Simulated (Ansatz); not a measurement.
Ansatz (a program for electronic structure) input:
A basis named .json is the Basis Set Exchange file of that set.

Ansatz 0.2 input:
```yaml
crystal:
  periodic: [false, false, false]
  atoms:
    - {symbol: B, position_ang: [0.03279081, -0.12591359, -0.00467671]}
    - {symbol: C, position_ang: [1.54228876, -0.39020771, 0.09144269]}
    - {symbol: C, position_ang: [-1.13418247, -1.10746889, -0.18508323]}
    - {symbol: N, position_ang: [-0.38440052, 1.40545378, 0.08973798]}
    - {symbol: H, position_ang: [1.89089641, -0.13424382, 1.10331293]}
    - {symbol: H, position_ang: [1.80856390, -1.42977527, -0.08984894]}
    - {symbol: H, position_ang: [2.12693365, 0.24576587, -0.58329957]}
    - {symbol: H, position_ang: [-2.13876800, -0.72066792, -0.00890597]}
    - {symbol: H, position_ang: [-1.09867304, -1.46805489, -1.22455606]}
    - {symbol: H, position_ang: [-0.98434711, -2.00671247, 0.41846433]}
    - {symbol: H, position_ang: [-0.95801189, 1.67639657, -0.71471866]}
    - {symbol: H, position_ang: [-0.97451243, 1.56401634, 0.91237503]}
    - {symbol: H, position_ang: [0.40613037, 2.05072681, 0.14423770]}
basis:
  gaussian:
    orbitals: cc-pVQZ
    fitting: {mean_field: def2-universal-jkfit, correlation: cc-pVQZ-RIFIT.json}
total_charge: 1
magnetization: {spin_polarized: false}
correlation: {method: mp2, electrons: outside_noble_gas}
```

Predict the final energy.

-160.70979 Eh (RI-MP2/cc-pVQZ). The basis has 490 functions.

It need not be the lowest isomer of its formula.
